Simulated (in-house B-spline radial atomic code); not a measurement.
The numbers below are computed, except where a source is named.
**Quantum size effects in thin Pb films (jellium)**

The positive ions are smeared into a uniform slab; the electrons are solved self-consistently in the LDA (PW92) on a fine grid across the film. Stabilised jellium adds, inside the slab, the constant potential −n de/dn that makes the bulk stable at the metal's density. No lattice, so no dependence on crystal face. Atomic units unless named. The table is for plain jellium.

Pb: 4 valence electrons per atom, density 11.3 g/cm³, mass 207.2 u, so r_s = 2.31 bohr.

| thickness (nm) | in Fermi wavelengths | filled subbands | work function (eV) | surface energy (J/m²) |
| --- | --- | --- | --- | --- |
| 0.350 | 0.875 | 2 | 3.622 | -0.132 |
| 0.400 | 1.000 | 3 | 3.392 | -0.092 |
| 0.450 | 1.125 | 3 | 3.827 | -0.056 |
| 0.500 | 1.250 | 3 | 3.862 | -0.084 |
| 0.550 | 1.375 | 3 | 3.643 | -0.119 |
| 0.600 | 1.499 | 4 | 3.455 | -0.090 |
| 0.650 | 1.625 | 4 | 3.781 | -0.066 |
| 0.700 | 1.749 | 4 | 3.810 | -0.088 |
| 0.750 | 1.875 | 4 | 3.657 | -0.111 |
| 0.801 | 2.001 | 5 | 3.505 | -0.089 |
| 0.850 | 2.125 | 5 | 3.753 | -0.073 |
| 0.901 | 2.250 | 5 | 3.778 | -0.090 |
| 0.950 | 2.375 | 5 | 3.665 | -0.106 |

Problem. At what steps in thickness do new subbands fill, and why?

Solution. λ_F = 2π/k_F = 7.563 bohr = 0.400 nm. New subbands appear by 1, 1.5, 2 λ_F, each within the grid step of 1/8 λ_F; the true step is half a wavelength (0.200 nm), since a level crosses E_F each time one more half wave at k_F fits across the film.

Problem. How large is the oscillation of the work function here?

Solution. It runs from 3.392 to 3.862 eV over the table, 0.47 eV within the first four rows and 0.27 eV within the last four, about a thick-film value of 3.68 eV. The grid can skip the cusp where a subband opens, so the true swing can be larger; measurement on the bulk metal gives 4.25 eV. The negative surface energies are plain jellium's known failure at high density.

Problem. The film of 12.29 bohr has subband bottoms at -12.507, -10.617, -7.791, -4.557 eV, measured from the vacuum level. Show that these levels and neutrality give the work function in the table.

Solution. Each subband holds (E_F − ε_j)/π electrons per bohr², spin included. Neutrality needs n L = 0.019368 × 12.29 = 0.23803, and π n L × 27.2114 = 20.348 eV. So E_F = (π n L + Σ ε_j)/4 = (20.348 + (-35.472))/4 = -3.781 eV, and the work function is 3.781 eV.
